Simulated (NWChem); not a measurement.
Species: InNH₄; SMILES [NH2][InH2]

```xyz
6

In    -0.0165     0.3636     0.0000
H     -0.0829     1.0960    -1.5569
H     -0.0829     1.0960     1.5569
N      0.1667    -1.6460     0.0000
H      0.2170    -2.2174    -0.8352
H      0.2170    -2.2174     0.8352
```
Atoms are numbered in this order, from 1.

Level: PBE0/def2-SVP with def2 effective core potentials on In (NWChem), optimised geometry, unscaled harmonic frequencies. def2 effective core potentials on In; no spin-orbit coupling.

Q: List the harmonic frequencies with IR intensities, and the thermochemistry.

A: 
```json
[
 {"frequency (cm⁻¹)": "198", "IR intensity (km/mol)": "230.1"},
 {"frequency (cm⁻¹)": "360", "IR intensity (km/mol)": "31.9"},
 {"frequency (cm⁻¹)": "470", "IR intensity (km/mol)": "0.0"},
 {"frequency (cm⁻¹)": "535", "IR intensity (km/mol)": "46.9"},
 {"frequency (cm⁻¹)": "557", "IR intensity (km/mol)": "162.8"},
 {"frequency (cm⁻¹)": "635", "IR intensity (km/mol)": "1.2"},
 {"frequency (cm⁻¹)": "690", "IR intensity (km/mol)": "102.7"},
 {"frequency (cm⁻¹)": "1512", "IR intensity (km/mol)": "8.7"},
 {"frequency (cm⁻¹)": "1824", "IR intensity (km/mol)": "277.4"},
 {"frequency (cm⁻¹)": "1824", "IR intensity (km/mol)": "51.6"},
 {"frequency (cm⁻¹)": "3614", "IR intensity (km/mol)": "19.8"},
 {"frequency (cm⁻¹)": "3727", "IR intensity (km/mol)": "26.4"}
]
```

The zero-point energy comes out as 22.8 kcal/mol. The thermal correction to the enthalpy at 298.15 K (with zero-point energy) is 26.3 kcal/mol and the heat capacity Cv comes out as 14.9 cal/(mol K). The entropy at 298.15 K and 1 atm (symmetry number 2) is 66.8 cal/(mol K).

Rigid rotor and harmonic oscillator.
